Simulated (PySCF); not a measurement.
Cost of one run: geometry optimisation, `[SiH]Br` (monobromosilylene) [singlet].

Method: PBE0-D3(BJ)/def2-SVP geometry optimisation, gas phase (PySCF 2.14.0). Work: geometry optimisation from a GFN2-xTB start shaken at random, density fitting. A driver script takes a list of jobs; this job's settings line and coordinates (Å) are shown.

Input:
```
{"job": {"xc": "PBE0", "basis": "def2-SVP", "d3": "d3bj", "grid": 1, "maxiter": 30, "shake": 0.01, "kind": "geom"}, "charge": 0, "multiplicity": 1}
Si    -0.386590     0.741710     0.001820
Br     1.602680    -0.283110    -0.013190
H     -1.210070    -0.493540    -0.007810
```

Hardware: an Arm Neoverse V1 with one thread, on a shared host. PySCF's memory limit was set to 1040 MB.

Task: How large is the basis?

Result: 55 functions.

Task: Which is nearest to the wall time?
A. 56 s
B. 7.0 s
C. 7.0 min
D. 0.87 s

Result: B. The run took 7.0 s. The run took 8 energy-and-gradient evaluations and 47 SCF cycles, 0.88 s an evaluation on average.

Task: Estimate the peak memory.

Result: About 0.27 GiB. Peak memory is the resident size of the whole Python process, interpreter and libraries included.

Task: At this speed, how long would 20000 such jobs take on 8 cores, one job a core?

Result: 20000/8 gives 2500 rounds of 7.0 s, about 4.9 h of wall time and 39 core-hours, if the jobs don't slow each other.

The output:
```
step   0  E = -2863.40866928  max force = 0.017990
step   1  E = -2863.40957278  max force = 0.002457
step   2  E = -2863.40959648  max force = 0.000453
step   3  E = -2863.40960273  max force = 0.000420
step   4  E = -2863.40960572  max force = 0.001870
step   5  E = -2863.40961108  max force = 0.001758
step   6  E = -2863.40962161  max force = 0.000932
step   7  E = -2863.40962624  max force = 0.000075
optimisation converged
```

Energies in Eh; «max force» is the largest Cartesian gradient component in Eh/bohr.

Other jobs ran on the host; a repeat could differ by tens of per cent or more.
